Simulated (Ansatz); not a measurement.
# Molecular dynamics of C₂H₈O₃Si

input.yaml

```yaml
crystal:
  periodic: [false, false, false]
  atoms:
    - { symbol: Si, position_ang: [-0.049388, -0.098931, 0.073654] }
    - { symbol: H, position_ang: [-0.400122, -0.024229, 1.481057] }
    - { symbol: O, position_ang: [1.643813, -0.097453, -0.021848] }
    - { symbol: H, position_ang: [1.849737, -0.08914, -1.022879] }
    - { symbol: O, position_ang: [-0.562918, 1.256207, -0.844952] }
    - { symbol: C, position_ang: [-2.020678, 1.308114, -0.942446] }
    - { symbol: H, position_ang: [-2.524158, 1.443767, 0.042852] }
    - { symbol: H, position_ang: [-2.283763, 2.182022, -1.571426] }
    - { symbol: H, position_ang: [-2.461881, 0.404623, -1.42116] }
    - { symbol: O, position_ang: [-0.693017, -1.501591, -0.683313] }
    - { symbol: C, position_ang: [-1.562718, -2.275545, 0.197982] }
    - { symbol: H, position_ang: [-1.075355, -2.590901, 1.148909] }
    - { symbol: H, position_ang: [-2.502524, -1.741762, 0.471351] }
    - { symbol: H, position_ang: [-1.853628, -3.196581, -0.346981] }
basis:
  gaussian: { orbitals: STO-3G }
hamiltonian:
  xc: b3lyp
  dispersion: d4
md:
  timestep: 1.0
  n_steps: 150
  ensemble: nvt_nose_hoover
  temperature: 700.0
  initial_velocities: maxwell_boltzmann
  seed: 414991
  nose_hoover: { tau: 20.0, chain_length: 1 }
  temperature_schedule:
    - { n_steps: 37, end_temperature: 700.0 }
    - { n_steps: 113, end_temperature: 10.0 }
```

Command:

```bash
$ ansatz run input.yaml --threads 1 --pin off --max-ram 2048MiB --backend cpu --events-out ev --progress --plain --runs-dir out
```

It starts from a relaxed structure.

Output, in part (step lines, the closing report, with atoms numbered from 0):

```
md step     0: t =     0.00 fs  T =   700.0 K (target 700.0 K)  F+E_penalty+E_count = -16021.96425248 eV  E_kin = 1.085784 eV  conserved = -16020.87846849 eV  (22 SCF iters)
[... lines left out ...]
Total energy: -16021.86310651 eV, -588.7926091553 hartree
Atom 0 at    -0.247106    -0.058934     0.054421 Å, force     0.428923     0.206620    -0.430149 eV/Å
Atom 1 at    -0.679992     0.233722     1.398696 Å, force    -0.282731    -0.044685     0.231231 eV/Å
Atom 2 at     1.427540    -0.318039     0.218399 Å, force    -0.196860     0.091051     0.233678 eV/Å
Atom 3 at     1.839310    -0.120014    -0.687598 Å, force     0.017291    -0.020643    -0.354385 eV/Å
Atom 4 at    -0.491191     1.212502    -1.060216 Å, force     0.694100    -0.129032    -0.076072 eV/Å
Atom 5 at    -1.858014     1.684084    -1.096496 Å, force    -0.481679    -0.623517    -0.832193 eV/Å
Atom 6 at    -2.293135     1.770416    -0.096417 Å, force    -0.554944     0.088590     0.618197 eV/Å
Atom 7 at    -1.853905     2.694032    -1.541601 Å, force    -0.045057     0.186643    -0.179506 eV/Å
Atom 8 at    -2.542342     1.028391    -1.731387 Å, force     0.528982     0.512800     0.576566 eV/Å
Atom 9 at    -1.069218    -1.404476    -0.617880 Å, force     0.114580    -0.365962     0.469386 eV/Å
Atom 10 at    -0.847130    -2.568107     0.271320 Å, force    -0.349159     0.092988    -0.643836 eV/Å
Atom 11 at    -1.768326    -3.193998     0.244988 Å, force     0.261538    -0.032081    -0.051027 eV/Å
Atom 12 at     0.020692    -3.182288    -0.065596 Å, force    -0.159419     0.009452     0.010834 eV/Å
Atom 13 at    -0.664807    -2.297310     1.323170 Å, force     0.024432     0.027777     0.427274 eV/Å
Dipole moment:    -0.103839    -0.001060     0.080473 e Å
```

The steps, from the saved trajectory:

```tsv
time (fs)	T (K)	potential energy less start (eV)	conserved less start (meV/atom)
0	700	0.000	0.00
5	454	0.397	0.58
10	498	0.363	0.48
15	482	0.465	0.62
20	451	0.602	0.51
25	500	0.652	0.73
30	564	0.751	0.92
35	458	1.119	1.41
40	1019	0.562	0.78
45	996	0.999	1.34
50	1165	1.051	1.66
55	1141	1.296	2.30
60	1186	1.186	1.74
65	1049	1.159	1.74
70	973	0.875	1.45
75	468	1.262	1.93
80	624	0.684	0.81
85	491	0.524	0.71
90	366	0.445	0.60
95	252	0.412	0.72
100	201	0.337	0.55
105	164	0.289	0.48
110	157	0.216	0.28
115	60	0.323	0.40
120	99	0.239	0.28
125	100	0.216	0.29
130	100	0.203	0.25
135	97	0.200	0.32
140	103	0.181	0.31
145	94	0.171	0.32
150	96	0.101	0.14
```

The run went to its last step. The conserved energy stayed within 3.4 meV per atom of its start (net change 0.14 meV per atom), so there is no drift, though single steps change it by up to 23 meV in the whole system, a sign of fast motions only just resolved. The schedule's set-point averaged 239 K over the second half and the system 215 K. A run of 0.15 ps of so small a system gives no equilibrium averages. Limits of this set-up: minimal basis.

The same pairs are bonded in the first frame and the last. Pairs count as bonded within 1.25 times the sum of covalent radii (0.12 Å more for H–H).

Last frame:

```xyz
14
Properties=species:S:1:pos:R:3
Si -0.247 -0.059 0.054
H -0.680 0.234 1.399
O 1.427 -0.318 0.218
H 1.839 -0.120 -0.688
O -0.491 1.212 -1.060
C -1.858 1.684 -1.097
H -2.293 1.770 -0.096
H -1.854 2.694 -1.542
H -2.542 1.028 -1.731
O -1.069 -1.405 -0.618
C -0.847 -2.568 0.271
H -1.768 -3.194 0.245
H 0.021 -3.182 -0.066
H -0.665 -2.297 1.323
```

Time of the run: 8.4 min on 1 thread of Arm Neoverse V1, on a shared host, peak memory 0.12 GiB.
